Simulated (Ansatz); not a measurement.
The same path of H₃SeSn (5 atoms, charge -1, multiplicity 1) was run twice with different band settings. Lost on the way: Sn2–H3. Made: Se1–H3.

The calculation used Ansatz, RKS PBE0/def2-SVP.

Relaxed end points:

```xyz
5
Properties=species:S:1:pos:R:3
Se -2.279 0.302 0.782
Sn 0.012 -0.002 -0.004
H 0.349 0.472 -1.665
H 0.648 -1.642 0.022
H 1.270 0.869 0.864
```

```xyz
5
Properties=species:S:1:pos:R:3
Se -1.571 0.485 -0.287
Sn 1.058 -0.213 -0.147
H -1.472 0.931 -1.687
H 0.700 -1.780 0.665
H 1.284 0.577 1.456
```

Common settings: climbing image yes; spring 5.0 eV/Å²; optimiser quadratic models (default); start path through a guess of the saddle point; force threshold 0.03 eV/Å; iteration limit 60; end points relaxed.

| run | movable images |
| --- | --- |
| 1 | 7 |
| 2 | 3 |

**Question.** What does each run give, and how far can it be trusted?

**Answer.** Run 1: converged after 6 iterations, highest image 1.773 eV above the first end. A vibrational analysis at the climbing image gives one clearly imaginary mode, 1059i cm⁻¹: a first-order saddle point.
Run 2: converged after 6 iterations, highest image 1.773 eV above the first end. Neighbouring images differ by up to 1.4 eV, so the band resolves the path poorly. Another band between the same ends (7 images) ends at a top of the same energy, where a vibrational analysis finds 1 clearly imaginary mode. So few images can step over the top or miss a turn of the path.
The orbitals stay closed-shell, which can raise the energy where a bond breaks towards radicals; this wasn't checked here. Limits of this set-up: an anion without diffuse functions, the dipole of an ion depends on the origin.
